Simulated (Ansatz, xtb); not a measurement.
# Relaxing a trial structure of BClH2Zn

The starting geometry of this gas-phase singlet has its atoms placed at random.

```yaml
atoms:
  - { symbol: B, position_ang: [0.5702, 1.4914, -1.3168] }
  - { symbol: Cl, position_ang: [-1.1699, -0.8737, -0.6106] }
  - { symbol: Zn, position_ang: [1.3879, -0.8111, -0.1554] }
  - { symbol: H, position_ang: [0.5006, 0.4492, 0.0184] }
  - { symbol: H, position_ang: [-0.4781, 1.0360, -1.0003] }
```

Question: Guess where an optimisation with r2SCAN-D4/def2-SVP ends from this start.

Answer: It ends as `[BH2][Zn][Cl]`. Contacts that open: Zn3–H4 (1.55 → 2.86 Å). Contacts that close: B1–Zn3 (2.71 → 2.03 Å), B1–H4 (1.70 → 1.21 Å), Cl2–Zn3 (2.60 → 2.12 Å).

The energy falls by 6.89 eV over 18 steps:

```tsv
step	E − E(last) (eV)
1	6.885
3	4.500
5	3.197
7	1.624
9	0.894
10	0.710
12	0.291
14	0.048
16	0.000
18	0.000
```

Final geometry (Å):

```yaml
atoms:
  - { symbol: B, position_ang: [0.4299, 1.2017, -0.5790] }
  - { symbol: Cl, position_ang: [-0.7018, -2.7843, -0.7225] }
  - { symbol: Zn, position_ang: [-0.1234, -0.7496, -0.6498] }
  - { symbol: H, position_ang: [0.9293, 1.6843, 0.4104] }
  - { symbol: H, position_ang: [0.2765, 1.9398, -1.5238] }
```

From the same start GFN2-xTB reaches the same bonding as this run.

From so rough a start the end depends on the optimiser's path, so another program may land elsewhere. The end wasn't checked by frequencies. Run with Ansatz 0.2.0, 23 s on 2 threads of Arm Neoverse V2, with other jobs on the host.
